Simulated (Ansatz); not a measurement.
Computed with Ansatz on PBE0-D4/def2-TZVP structures; ΔE is electronic, products minus reactants. CBS: MP2 limit from def2 TZ/QZ plus the TZ coupled-cluster correction, frozen cores. Functionals use def2-TZVPP. B3LYP here is the variant with VWN-RPA as its local correlation; programs differ in this. One conformer a species, not always the lowest.

Reaction (isomerisation): `CO[SiH](O)[SiH](O)O` → `CO[SiH2]O[SiH](O)O`

```json
{"level": "r2SCAN-D4", "ΔE (kJ/mol)": "-168.2", "difference from CCSD(T)/CBS": "4.5"}
{"level": "ωB97X-V", "ΔE (kJ/mol)": "-166.6", "difference from CCSD(T)/CBS": "6.1"}
{"level": "ωB97M-V", "ΔE (kJ/mol)": "-174.6", "difference from CCSD(T)/CBS": "-1.9"}
{"level": "PBE", "ΔE (kJ/mol)": "-142.1", "difference from CCSD(T)/CBS": "30.6"}
{"level": "B3LYP", "ΔE (kJ/mol)": "-166.5", "difference from CCSD(T)/CBS": "6.2"}
{"level": "SCS-MP2/def2-TZVPP", "ΔE (kJ/mol)": "-180.7", "difference from CCSD(T)/CBS": "-8.0"}
{"level": "CCSD/def2-TZVPP", "ΔE (kJ/mol)": "-176.6", "difference from CCSD(T)/CBS": "-3.9"}
{"level": "CCSD(T)/def2-TZVPP", "ΔE (kJ/mol)": "-174.0", "difference from CCSD(T)/CBS": "-1.3"}
{"level": "MP2/def2-QZVPP", "ΔE (kJ/mol)": "-179.8", "difference from CCSD(T)/CBS": "-7.1"}
{"level": "CCSD/CBS(def2)", "ΔE (kJ/mol)": "-175.3", "difference from CCSD(T)/CBS": "-2.6"}
{"level": "CCSD(T)/CBS", "ΔE (kJ/mol)": "-172.7", "difference from CCSD(T)/CBS": "0"}
```

Largest T1 diagnostic among the species: 0.012.

From PBE to PBE0 (25 % exact exchange), in def2-TZVPP and without D4, ΔE moves by −12.2 kJ/mol. In def2-TZVPP, CCSD(T) changes the Hartree–Fock value by +19.3 kJ/mol (the triples alone add +2.6 kJ/mol) and MP2 by +13.6 kJ/mol.
